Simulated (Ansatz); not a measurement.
`O=C[SiH]1[BH][AlH]1`, relaxed with RKS PBE-D4/def2-SVP in Ansatz 0.2.0 from a rough embedded geometry. The force threshold is 0.03 eV/Å; the program also tests the step.

Total charge 0; spin multiplicity 1.

Start:

```xyz
9

O    -1.935    1.249    1.385
C    -0.918    1.238    0.778
Si   -0.539   -0.090   -0.478
B     1.351    0.011   -0.959
Al    0.639   -1.700    0.270
H    -0.230    2.043    0.970
H    -1.463   -0.193   -1.602
H     2.255    0.490   -1.516
H     0.840   -3.048    1.152
```

Task: How much energy does the relaxation release, and in how many steps? (Estimate.)

Result: Ansatz gave: 245.26 kJ/mol, in 24 steps, 1 of them rejected.

Task: Which bonds change most? (Estimate.)

Result: Ansatz gave: Al5–H6 from 3.906 to 1.826 Å; C2–H6 from 1.077 to 1.298 Å; B4–Al5 from 2.224 to 2.035 Å; Si3–B4 from 1.953 to 1.878 Å.

Task: Give the relaxed structure. (An estimate is asked.)

Result: Computed: 
```xyz
9

O    -2.117    1.122    1.269
C    -1.201    0.659    0.654
Si   -0.499    0.638   -1.093
B     1.076   -0.386   -1.113
Al    1.098   -0.984    0.832
H    -0.388   -0.065    1.361
H    -1.377    1.432   -2.020
H     1.824   -0.640   -2.029
H     1.584   -1.776    2.140
```
